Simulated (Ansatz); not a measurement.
System: Bi, charge 0, quartet.

Total energies in hartree (Ansatz, an electronic-structure program). Open shells are spin-unrestricted; no spin-orbit coupling. Correlated methods leave the cores frozen (noble-gas shells, and filled d and f shells in the p block). Past Kr the def2 sets carry scalar-relativistic core potentials. Spin-orbit terms, left out, reach several kcal/mol for Br and I, and more for heavier atoms.

```csv
species,HF/def2-TZVPPD,CCSD(T)/def2-TZVPPD,HF/def2-QZVPPD,CCSD(T)/def2-QZVPPD,CCSDT(Q)/def2-QZVPPD
1: Bi (quartet),-213.59380,-213.65662,-213.59451,-213.66152,-213.66192
2: Bi- (triplet),-213.58215,-213.67337,-213.58529,-213.68430,-213.68506
```

Question: Work out the electron affinity (Bi- (triplet) against Bi (quartet)) in eV: take Hartree-Fock from def2-QZVPPD, extrapolate the CCSD(T) correlation energy as X^-3 (X = 3, 4), and add CCSDT(Q) - CCSD(T) in def2-QZVPPD. 1 hartree = 27.211 eV.

Answer: 
Species 1: correlation (64·(-0.06701) - 27·(-0.06282))/37 = -0.07007; step -0.00040; E1 = -213.59451 + (-0.07007) + (-0.00040) = -213.66498
Species 2: correlation (64·(-0.09901) - 27·(-0.09122))/37 = -0.10469; step -0.00076; E2 = -213.58529 + (-0.10469) + (-0.00076) = -213.69074
+1·E1 -1·E2 = 0.02576 hartree = 0.70 eV.
